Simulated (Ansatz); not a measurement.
BFGa$_{2}$H$_{2}$, SMILES `[F][Ga]1[BH][GaH]1`, relaxed with RKS PBE0-D4/def2-TZVP in the Gaussian-basis code of Ansatz from a PBE-D4/def2-SVP geometry. The force threshold is 0.005 eV/Å; the program also tests the step.

Charge 0, multiplicity 1.

Start:

```xyz
6

F     1.201    0.690    2.721
Ga    0.596    0.724    1.062
B     0.394    0.528   -0.888
Ga   -0.801   -1.018   -0.752
H    -0.049    1.575   -1.339
H    -1.342   -2.498   -0.804
```

Q: How much energy does the relaxation release, and in how many steps? (Best estimate.)

A: The calculation gave: 0.46 kcal/mol, in 7 steps, 1 of them rejected.

Q: Which bonds change most? (An estimate is asked.)

A: Ansatz gave: Ga2–Ga4 from 2.877 to 2.907 Å; F1–Ga2 from 1.766 to 1.741 Å; B3–Ga4 from 1.958 to 1.935 Å; B3–H5 from 1.223 to 1.200 Å.

Q: Give the relaxed structure. (Estimate.)

A: Computed: 
```xyz
6

F     1.204    0.744    2.710
Ga    0.626    0.705    1.068
B     0.353    0.519   -0.856
Ga   -0.791   -1.039   -0.776
H    -0.034    1.560   -1.311
H    -1.358   -2.489   -0.835
```
